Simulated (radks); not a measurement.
Task: The molybdenum ion Mo2+, configuration [Kr] 4d4. Method: Dirac Kohn-Sham, exchange-only B88, spin-unpolarised, spherical densities, finite nucleus; open shells fill j = l - 1/2 first; Fermi nuclear charge, rms radius 4.4091 fm; computed with a radial shooting solver on a logarithmic mesh with Libxc functionals. Some entries of the table are withheld. Estimate them.

| orbital | occ. | eigenvalue (hartree) | r(max) (bohr) | <1/r> (bohr^-1) |
|---|---|---|---|---|
| 1s1/2 | 2 | -728.8713 | 0.02287 | (1) |
| 2s1/2 | 2 | -103.4659 | 0.1297 | 9.912 |
| 2p1/2 | 2 | -95.24697 | 0.1009 | 9.890 |
| 2p3/2 | 4 | -91.32854 | 0.1047 | 9.417 |
| 3s1/2 | 2 | -18.12715 | 0.3838 | 3.390 |
| 3p1/2 | 2 | -14.99982 | 0.3709 | 3.289 |
| 3p3/2 | 4 | -14.35469 | 0.3803 | 3.175 |
| 3d3/2 | 4 | -8.82239 | 0.3208 | 2.987 |
| 3d5/2 | 6 | -8.70024 | 0.3235 | 2.957 |
| 4s1/2 | 2 | -2.99290 | (2) | 1.240 |
| 4p1/2 | 2 | -2.10166 | 1.053 | 1.119 |
| 4p3/2 | 4 | -2.00874 | 1.077 | 1.086 |
| 4d3/2 | 4 | -0.73009 | 1.345 | 0.7660 |
| 4d5/2 | 0 | -0.72105 | 1.357 | 0.7583 |
| 5s1/2 | 0 | -0.62716 | 2.635 | 0.4337 |
| 5p1/2 | 0 | (3) | 3.118 | (4) |
| 5p3/2 | 0 | (5) | 3.188 | (6) |

Result: 
(1) 1s1/2 <1/r> (bohr^-1): 43.55
(2) 4s1/2 r(max) (bohr): 0.9881
(3) 5p1/2 eigenvalue (hartree): -0.45400
(4) 5p1/2 <1/r> (bohr^-1): 0.3607
(5) 5p3/2 eigenvalue (hartree): -0.44394
(6) 5p3/2 <1/r> (bohr^-1): 0.3530
